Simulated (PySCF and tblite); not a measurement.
The numbers below are computed, except where a source is named.
C₆H₆O₃, numbered as in [CH3:1][O:2][C:3](=[O:4])[c:5]1[cH:6][cH:7][o:8][cH:9]1.

Geometries PBE0-D3(BJ)/def2-SVP; weights from CAM-B3LYP-D3(BJ)/def2-SVPD (IEF-PCM, chloroform) energies and GFN2-xTB thermal corrections, with symmetry numbers and mirror pairs. Conformers within 3 kcal/mol (GFN2-xTB free energy) were kept, 8 at most. Couplings: B3LYP/pcSseg-1 with pcJ-1 on H (gas phase; spin-dipole term only for pairs with B, N, F, Si or P). Couplings are for ¹H. Codes: tblite and PySCF.

Torsions listed: C1–O2–C3–O4, O2–C3–C5–C6.

```
conformer     shape  weight %
        1  0°, 180°      57.8
        2    0°, 0°      42.2
```

(1) Give the couplings in each conformer and the averages at 298.15 K (pairs that fast motion interchanges averaged).

Results:

(1) 
```tsv
coupling	pairs	1	2	average (Hz)
²J(H1,H1)	3	-11.8	-11.9	-11.9
³J(H6,H7)	1	2.2	2.2	2.2
⁴J(H7,H9)	1	1.3	1.3	1.3
```
